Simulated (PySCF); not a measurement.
Be: excitation energy

Be [He] 2s2 (1S) → Be [He] 2s1 3d1 (3D), as a difference of total energies. All numbers are calculated (PySCF 2.14, the non-relativistic Hamiltonian (point nucleus), in aug-cc-pVQZ with one added diffuse shell each of s, p, d, f, g type (7s6p5d4f3g, 105 functions)). Correlated levels: valence: 1s2 frozen. The calculations carry no spin-orbit coupling.

| method | excitation energy (cm⁻¹) |
| --- | --- |
| UHF | 52736 |
| LDA | 57294 |
| PBE | 56388 |
| PBE0 | 57008 |
| r2SCAN | 56324 |
| M06-2X | 59070 |
| BLYP | 56825 |
| LC-wPBE | 59662 |
| B97-3 | 57548 |
| MP2 (valence) | 58898 |
| SCS-MP2 (valence) | 60411 |

The promoted electron is Rydberg-like, and one or two diffuse shells describe it only roughly, which tends to raise the upper state.
